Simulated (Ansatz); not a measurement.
A nudged elastic band was laid between two geometries of CH7NSSi (11 atoms, charge 0, multiplicity 1).

All numbers below come from Ansatz, RKS r2SCAN-D4/6-31G*.

* movable images: 5
* climbing image: yes
* spring: 5.0 eV/Å²
* optimiser: quadratic models (default)
* start path: through a guess of the saddle point
* force threshold: 0.03 eV/Å
* iteration limit: 60
* end points: relaxed

Initial state:

```xyz
11
Properties=species:S:1:pos:R:3
Si -0.145 1.276 0.134
N 0.678 -0.218 0.322
C 0.057 -1.529 0.447
S -1.326 1.355 -1.666
H -0.312 1.067 -2.511
H -1.185 1.580 1.158
H 0.931 2.304 0.159
H 1.662 -0.192 0.559
H -0.946 -1.496 0.005
H -0.043 -1.857 1.494
H 0.629 -2.289 -0.102
```

Final state:

```xyz
11
Properties=species:S:1:pos:R:3
Si -0.469 1.500 0.050
N 0.667 -0.110 -0.193
C -0.042 -1.375 0.144
S -1.963 1.366 -1.258
H 0.915 -0.115 -1.187
H -0.642 1.294 1.527
H 0.669 2.465 -0.106
H 1.540 -0.031 0.336
H -0.973 -1.388 -0.429
H -0.278 -1.358 1.210
H 0.576 -2.247 -0.095
```

Problem. Which bonds break or form, and what moves?

Solution. Bonds broken: S4–H5. Bonds formed: N2–H5.

Problem. Give the energies along the band, and the barrier.

Solution. The forces met the threshold. The highest image is number 3 of 0 to 6, 22.9 kcal/mol above the first end and 18.9 kcal/mol above the last; the last end lies 4.0 kcal/mol above the first. A vibrational analysis at the climbing image gives one clearly imaginary mode, 1271i cm⁻¹: a first-order saddle point. The orbitals stay closed-shell, which can raise the energy where a bond breaks towards radicals; this wasn't checked here.

| image | path coordinate (Å) | energy (kcal/mol) | S4–H5 (Å) | N2–H5 (Å) |
| --- | --- | --- | --- | --- |
| 0 | 0.00 | 0.0 | 1.35 | 3.26 |
| 1 | 0.73 | 1.6 | 1.35 | 2.89 |
| 2 | 1.45 | 7.5 | 1.36 | 2.26 |
| 3 | 2.18 | 22.9 | 1.66 | 1.41 |
| 4 | 3.07 | 5.1 | 2.77 | 1.03 |
| 5 | 3.96 | 4.4 | 2.99 | 1.03 |
| 6 | 4.86 | 4.0 | 3.24 | 1.02 |

Problem. What is the geometry of the highest image?

Solution. 
```xyz
11
Properties=species:S:1:pos:R:3
Si -0.275 1.454 0.106
N 0.550 -0.164 -0.224
C 0.002 -1.399 0.359
S -0.907 1.546 -1.871
H 0.010 0.231 -1.461
H -1.262 1.224 1.199
H 0.764 2.405 0.597
H 1.571 -0.148 -0.196
H -1.078 -1.416 0.177
H 0.176 -1.461 1.440
H 0.449 -2.273 -0.127
```

Problem. What are the harmonic wavenumbers there?

Solution. 1271i, 69, 203, 256, 395, 549, 588, 628, 638, 762, 864, 999, 1063, 1065, 1137, 1174, 1378, 1472, 1490, 1519, 1537, 2230, 2234, 3041, 3122, 3143, 3492 cm⁻¹.

Run time: 84 s on 2 threads of AMD EPYC 9R45 96-Core Processor (Zen 5) (shared host), peak memory 0.18 GiB.
